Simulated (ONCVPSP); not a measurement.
## What one change does to a pseudopotential (W, ONCV)

```
Element                 : tungsten
Generator               : ONCVPSP 4.0.1
Type                    : optimised norm-conserving Vanderbilt (ONCV)
Functional              : PW91
Relativity              : scalar-relativistic
Frozen core             : [Kr] 4d10 4f14
Valence charge          : 14
Reference configuration : 5s2 5p6 5d4 6s2
Partial waves           : 5s+6s: rc 1.60 bohr, ncon 4, nbas 7, qcut 8.9 1/bohr, 2 projectors; 5p: rc 1.75 bohr, ncon 3, nbas 6, qcut 7.9 1/bohr, 1 projector; 5d: rc 2.40 bohr, ncon 4, nbas 9, qcut 7 1/bohr, 2 projectors, debl 2.2 Ha
Local potential         : polynomial inside 1.05 bohr (lpopt 5, dvloc0 4 Ha)
Core correction         : polynomial model core, fcfact 0.75
```

Change: s: qcut 7.4; p: qcut 6.6; d: qcut 5.8.

Cutoffs: the cutoffs (Ha) at which the residual kinetic energy of the hardest occupied pseudo-wave falls to 1 and 0.1 mHa per electron; they do not see the model core or the augmentation charge, which bear on the density cutoff. Errors are all-electron minus pseudo energies relative to the spin-unpolarised reference configuration.

**Question.** What does the change do?

**Answer.** The potential gets softer (26 Ha and 30 Ha → 21 Ha and 25 Ha); of the 4 tests that both files solve, the error grows in 0 and shrinks in 1 by more than 15 % and 0.3 meV (median size 9.6 → 8.7 meV); neither file shows a bound ghost.

```csv
quantity,base,changed
"cutoff, loose",26 Ha,21 Ha
"cutoff, tight",30 Ha,25 Ha
loose cutoff by channel,"s 26 Ha, p 18 Ha, d 14 Ha","s 21 Ha, p 11 Ha, d 12 Ha"
bound ghosts,none,none
GHOST(+) flags under 300 eV,s at 159.3 eV,s at 141.3 eV
"error for 5s2 5p6 5d4 6s1, meV [ΔE 8.95 eV]",-3.8,-3.7
"error for 5s2 5p6 5d4 6s0, meV [ΔE 24.69 eV]",-12,-13
"error for 5s2 5p6 5d3 6s0, meV [ΔE 50.15 eV]",-26,-26
"error for 5s2 5p6 5d5 6s1, meV [ΔE 1.54 eV]",-7.2,-4.7
s: phases at 1.62 bohr within 0.05 rad from the reference energy up to (Ha; the scan ends near 5),to the end of the scan,4.8
p: phases at 1.77 bohr within 0.05 rad from the reference energy up to (Ha; the scan ends near 5),0.5,0.3
d: phases at 2.44 bohr within 0.05 rad from the reference energy up to (Ha; the scan ends near 5),to the end of the scan,to the end of the scan
"rms error of d²Exc/dni dnj with the model core, mHa",0.52,0.82
```
